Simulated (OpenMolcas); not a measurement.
Pd2+ with 4 ligands (chloride) in square-planar coordination (D4h) at 2.4 Å. A charge of +0.5 e stands 2.4 Å behind each ligand. Ligand basis ANO-RCC-VDZP.

```
Program             : OpenMolcas
Method              : SS-CASPT2, IPEA 0.25 Eh, imaginary shift 0.1 Eh (closed shells correlated: 4s 4p and the ligand valence shells)
Basis               : ANO-RCC-VTZP [7s6p4d2f1g]
Scalar Hamiltonian  : DKH2, point nucleus
Active space        : 8 electrons in 5 orbitals (4d)
State averaging     : 2S+1 = 3 even, 10 roots; 2S+1 = 1 even, 15 roots
Spin-orbit coupling : state interaction with AMFI integrals over the reference wave functions
```

Question: What is the spin-free ground state?

Answer: A state of multiplicity 1, 1-fold in its orbital part; d8 allows 2S+1 = 3, so this is a state of lower spin.

Question: Where is the first state of the same spin?

Answer: 1E at 14300 cm-1 above the ground state.

Question: What are the lowest two levels with spin-orbit coupling?

Answer: A 1-fold level, then a 1-fold level 7860 cm-1 above it. Their leading multiplicities are 1 (96 %) and 3 (99 %).

Question: What is χT at 300 K, and how does it compare with the textbook value?

Answer: The lowest level has 2S+1 = 1, for which the spin-only value is χT = S(S+1) / 2 = 0.000 cm3 K/mol (g = 2). The computed 0.026 at 300 K differs by +0.026, through orbital momentum, spin-orbit coupling and any other state in reach.

Over all roots computed the reference weight is 0.69 to 0.72; a low but even weight reflects the number of correlated electrons. This shell can be high or low spin here, a state of another spin lies low, and with metal d orbitals alone active their balance is uncertain, so the ground spin may be wrong, although the usual error favours high spin. The least metal-like active orbital is 76 % on the metal (Löwdin) and no ligand orbital is active, so the numbers are rough. Ligand-to-metal charge-transfer states are missing. With no ligand orbital active B as a rule stays too high, so bands that hang on it stand too high and its fall with covalency is understated. No measured value stands beside these numbers; the geometry is a model, was not optimised and need not be the one that this ion takes.
